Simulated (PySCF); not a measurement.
C₃H₁₂Al₂O₂.
SMILES with atom numbers: `[CH3:1][O+:2]1[AlH2-:3][O+:4]([CH3:5])[AlH-:6]1[CH3:7]`

Geometry (PBE0-D3(BJ)/def2-SVP, Å), atoms numbered from 1 in this order:
```xyz
19
C3H12Al2O2 angstrom
C     -1.7520    2.0735   -0.2110
O     -0.7202    1.1393    0.0130
Al     0.9743    1.4174    0.7341
O      1.2726   -0.2157   -0.1100
C      2.3081   -1.1476    0.1074
Al    -0.4293   -0.5042   -0.8345
C     -1.2656   -2.0395    0.0402
H     -2.2478    1.8714   -1.1736
H     -2.5034    2.0205    0.5929
H     -1.3433    3.0959   -0.2485
H      1.0731    1.2083    2.3099
H      1.6448    2.6723    0.0204
H      3.1168   -1.0061   -0.6269
H      1.9229   -2.1751    0.0151
H      2.7235   -1.0308    1.1212
H     -0.5137   -0.2792   -2.4100
H     -0.7949   -2.9926   -0.2577
H     -2.3344   -2.1295   -0.2175
H     -1.1956   -1.9696    1.1387
```

Probes without a nucleus sit at each ring's centroid and 1 Å off its mean plane on both sides; NICS is minus the shielding there, NICSzz its component along the normal. Level: GIAO HF/pcSseg-1 (PySCF, non-relativistic, gas phase) on the PBE0-D3(BJ)/def2-SVP geometry, one conformer.

Ring bond lengths (Å): O2–Al3 1.862, Al3–O4 1.862, O4–Al6 1.872, Al6–O2 1.872.

Q: What do the NICS probes read (ppm)?

A: 
```
         ring                                                        type  NICS(0)  NICS(1), two faces  NICS(1)zz, two faces  rms pucker (Å)  centre to ring atoms, mean (Å)
O2–Al3–O4–Al6  4-membered ring with 2 Al and 2 O; formal bonds all single     -7.7         -2.2 / -2.2           -0.4 / -1.2            0.00                            1.32
```

Q: What can be read from them?

A: 
- O2–Al3–O4–Al6: mean NICS(1)zz -0.8 ppm, near zero. Al3, Al6 have four or more neighbours, and the NICS criterion for π rings isn't applied. NICS(0) lies 5 ppm below the mean NICS(1).

Q: List the ring angles.

A: 
- O2–Al3–O4–Al6: O2 99.5°, Al3 80.8°, O4 99.5°, Al6 80.3°; sum 360.0° against 360° for a flat convex ring.

Q: How do the values depend on the level or the medium?

A: 
```json
{"level": "HF/pcSseg-1, gas", "NICS(0), O2–Al3–O4–Al6": "-7.7", "mean NICS(1)zz, O2–Al3–O4–Al6": "-0.8"}
{"level": "PBE0/pcSseg-1, gas", "NICS(0), O2–Al3–O4–Al6": "-7.8", "mean NICS(1)zz, O2–Al3–O4–Al6": "-0.6"}
{"level": "PBE0/pcSseg-1, IEF-PCM chloroform", "NICS(0), O2–Al3–O4–Al6": "-8.0", "mean NICS(1)zz, O2–Al3–O4–Al6": "-0.7"}
{"level": "PBE0/pcSseg-1, IEF-PCM tetrahydrofuran", "NICS(0), O2–Al3–O4–Al6": "-8.0", "mean NICS(1)zz, O2–Al3–O4–Al6": "-0.7"}
```

The geometry is the same throughout; the continuum's cavity takes Bondi-type radii × 1.2.
